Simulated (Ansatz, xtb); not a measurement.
Ranking isomers of BrFGeH4OSi

4 gas-phase structures of BrFGeH4OSi, found in a search over its isomers (lower ones may exist). Each was relaxed with GFN2-xTB; where two conformers were screened, the lower at r2SCAN-D4/def2-SVP is listed:

A. `F[Si@H](Br)[O][GeH3]`, a singlet
B. `F[SiH2][O][GeH2][Br]`, a singlet
C. `[F][GeH2][O][SiH2]Br`, a singlet
D. `[F][Ge@H]([Br])[O][SiH3]`, a singlet

Q: Estimate their order in r2SCAN-D4/def2-SVP energy at these geometries, lowest first.

A: Calculated order at r2SCAN-D4/def2-SVP: A (0.0), B (22.7), C (76.0), D (92.5) kJ/mol.

Energies above the lowest of each column, in kJ/mol; the last columns are at PBE0-D3(BJ)/pcseg-1 geometries and were run for some of them only (a dash: not run or not comparable):

```csv
structure,GFN2-xTB,HF/STO-3G,r2SCAN-D4/def2-SVP,PBE0-D3(BJ)/pcseg-1,CCSD(T)/def2-SVP + ΔMP2/def2-TZVPP
A,48.0,0.0,0.0,0.0,0.0
B,0.0,10.4,22.7,21.6,17.9
C,62.3,48.0,76.0,77.5,82.9
D,51.1,37.9,92.5,–,–
```

CCSD(T)/def2-SVP + ΔMP2/def2-TZVPP puts A lowest of those it was run on; GFN2-xTB picks B. Flexible structures stand in one conformer each, not always the lowest. Frequencies (PBE0-D3(BJ)/pcseg-1) were run for A, B, C alone. The ΔMP2 step shifts differences by up to 13.3 kJ/mol, which makes them less sure. ΔMP2 is the change of the MP2 energy from the smaller to the larger basis.

Over these structures GFN2-xTB departs from r2SCAN-D4/def2-SVP by 27.7 kJ/mol on average once a common shift is removed. A GFN2-xTB relaxation took about 0.16 s and the r2SCAN-D4/def2-SVP energy about 1.6 s on a shared host (Ansatz 0.2.0, xtb 6.7.1).
